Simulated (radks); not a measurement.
Q: Xe II, configuration [Kr] 4d10 5s2 5p5 (the NIST ground configuration). All-electron calculation, scalar-relativistic Kohn-Sham, SCAN, spin-polarised, spherical densities, finite nucleus; open shells are filled with parallel spins first (spin-orbit coupling, left out, can overturn this in heavy ions); meta-GGA in the generalised Kohn-Sham scheme; Fermi nuclear charge, rms radius 4.7859 fm. Program: a radial shooting solver on a logarithmic mesh with Libxc functionals. Some entries of the table are withheld. Estimate them.

| orbital | occ. | eigenvalue (hartree) | <r^2> (bohr^2) |
|---|---|---|---|
| 1s up | 1 | -1265.668 | 0.0009640 |
| 1s down | 1 | -1265.666 | 0.0009640 |
| 2s up | 1 | -197.9641 | 0.01548 |
| 2s down | 1 | -197.9633 | 0.01548 |
| 2p up | 3 | -177.5280 | 0.01228 |
| 2p down | 3 | -177.5266 | 0.01228 |
| 3s up | 1 | -41.06736 | 0.1068 |
| 3s down | 1 | -41.06622 | 0.1068 |
| 3p up | 3 | -34.41250 | 0.1072 |
| 3p down | 3 | -34.41089 | 0.1072 |
| 3d up | 5 | -24.57613 | 0.09330 |
| 3d down | 5 | -24.57432 | 0.09330 |
| 4s up | 1 | -7.80984 | 0.5803 |
| 4s down | 1 | -7.80641 | 0.5805 |
| 4p up | 3 | (1) | 0.6662 |
| 4p down | 3 | (2) | 0.6660 |
| 4d up | 5 | -2.59701 | 0.8996 |
| 4d down | 5 | -2.59205 | 0.8957 |
| 5s up | 1 | (3) | 3.798 |
| 5s down | 1 | (4) | 3.802 |
| 5p up | 3 | -0.65359 | 5.363 |
| 5p down | 2 | -0.61924 | 5.445 |

A: 
(1) 4p up eigenvalue (hartree): -5.69062
(2) 4p down eigenvalue (hartree): -5.68752
(3) 5s up eigenvalue (hartree): -1.11367
(4) 5s down eigenvalue (hartree): -1.07776
